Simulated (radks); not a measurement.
Ge3+, 29 electrons, occupied as [Ar] 3d10 4s1. All-electron calculation, scalar-relativistic Kohn-Sham, PBE, spin-unpolarised, spherical densities, finite nucleus; Fermi nuclear charge, rms radius 4.0742 fm. Program: a radial shooting solver on a logarithmic mesh with Libxc functionals.

Radial electron density D(r) = 4 pi r^2 rho(r):

r (bohr)  D(r) (e/bohr)
0.00303           2.467
0.003946          3.888
0.005097          5.942
0.006637          8.996
0.008642          13.22
0.01116           18.52
0.01454           24.98
0.01893           31.62
0.02465           36.99
0.03184           39.30
0.04146           37.84
0.05398           33.91
0.07029           31.71
0.0908            34.94
0.1182            42.32
0.154             45.69
0.2005            38.63
0.259             27.21
0.3372            22.88
0.4391            27.11
0.5672            28.16
0.7385            20.60
0.9616            10.62
1.252             4.336
1.617             1.776
2.106            0.7134
2.743            0.2165
3.571           0.03586
4.613          0.002672

D(r) has 3 maxima, at r = 0.0329, 0.148, 0.519 bohr, and minima at 0.0697, 0.327 bohr, inside which lie 2.09, 10.98 electrons.
